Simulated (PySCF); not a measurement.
Excitations are Tamm–Dancoff values on a coarser integration grid. The basis has no diffuse functions, so Rydberg states are missing or too high.

Z-matrix (Å, degrees):
```
C
C 1 1.2970
O 1 1.3421 2 148.16
H 3 0.9741 1 107.91 2 -180.00
H 2 1.0808 1 153.28 3 -0.01
C 1 1.4850 2 66.94 5 179.98
H 6 1.1008 1 120.04 2 105.15
H 6 1.1008 7 113.38 1 -151.58
```
Charge 0, spin multiplicity 1.

**Question.** Estimate the HOMO, S1 excitation (TDA), dipole moment, total energy, brightest of the four lowest singlets (TDA), LUMO, T1 excitation (TDA) and HOMO–LUMO gap that PBE-D3(BJ)/def2-TZVP (PySCF) returns for this input.

**Answer.** 
```json
{
  "HOMO": "-5.35 eV",
  "S1 excitation (TDA)": "5.26 eV",
  "dipole_moment": "0.279 e·Å",
  "total_energy": "-191.6959 Ha",
  "brightest of the four lowest singlets (TDA)": "6.69 eV",
  "LUMO": "-0.14 eV",
  "T1 excitation (TDA)": "4.41 eV",
  "HOMO–LUMO gap": "5.22 eV"
}
```
